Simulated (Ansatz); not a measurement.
`C[Se][GaH2]` + `BO` → `B[O][GaH2]` + `C[SeH]` at 400 K and 1 bar (ligand exchange at a Ga–Se bond).

Calculated with Ansatz (gas phase, PBE0-D4/def2-TZVP geometries, no zero-point term in ΔE). CCSD(T)/CBS adds triple-zeta CCSD(T) − MP2 to the extrapolated MP2 energy (def2 sets, frozen cores). This one scheme is used for every species. For Ga, Se outer-core shells are correlated without core-valence functions, which leaves a few kJ/mol of doubt a bond. Scalar relativity is left out up to krypton.

| species | CCSD(T)/CBS energy (Eh) | H − E (kJ/mol) | S (J/(mol·K)) |
| --- | --- | --- | --- |
| `C[Se][GaH2]` | -4365.72567 | 163.1 | 363.7 |
| `BO` | -101.80414 | 108.2 | 244.0 |
| `B[O][GaH2]` | -2026.35181 | 125.7 | 339.6 |
| `C[SeH]` | -2441.15625 | 135.4 | 284.5 |

H − E and S are ideal-gas, rigid-rotor, harmonic terms from PBE0-D4/def2-TZVP. 1 Eh = 2625.50 kJ/mol, R = 8.31446 J/(mol·K).

**Question.** By hand: ΔE, ΔH, ΔS and ΔG.

**Answer.** ΔE = (-2026.35181) + (-2441.15625) − (-4365.72567) − (-101.80414) = 0.02175 Eh = 57.1 kJ/mol. Δ(H − E) = 125.7 + 135.4 − 163.1 − 108.2 = -10.2, so ΔH = 46.9 kJ/mol. ΔS = 339.6 + 284.5 − 363.7 − 244.0 = 16.4 J/(mol·K). ΔG = 46.9 − 400 × (16.4)/1000 = 40.3 kJ/mol.

**Question.** By hand: the equilibrium constant, and the temperature at which ΔG would vanish if ΔH and ΔS stayed fixed.

**Answer.** log₁₀ K = −ΔG/(RT ln 10) = -5.3. ΔG = 0 at ΔH/ΔS = 2860 K, far beyond where these terms or the molecules hold.

ΔH outweighs TΔS. A doubt of 5 kJ/mol in ΔE shifts log₁₀ K by 0.7 here. These are equilibria of isolated gas molecules and say nothing of rates. Largest T1 diagnostic: 0.016 (customary marks: 0.02 for closed shells, 0.045 for open ones).
